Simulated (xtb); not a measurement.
C2H5FSi2, SMILES C#C[Si@@H](F)[SiH3]. All values are semi-empirical tight-binding results from xtb (GFN2-xTB unless named), good for trends rather than for accurate numbers. Coordinates come from a GFN2-xTB optimisation. The structure was generated by enumeration; whether it is a known compound was not checked.

Computed properties:
The orbital gap is 4.17 eV and the dipole moment is 1.82 D. The zero-point energy is 33.4 kcal/mol and the G − E(el) at 298.15 K (modified RRHO) is 12.6 kcal/mol. The static polarisability (D4 model) is 79.4 bohr³ and the solvation energy, GFN2-xTB/ALPB(water) is -1.0 kcal/mol. The solvation energy, GFN2-xTB/ALPB(toluene) comes out as -2.3 kcal/mol.
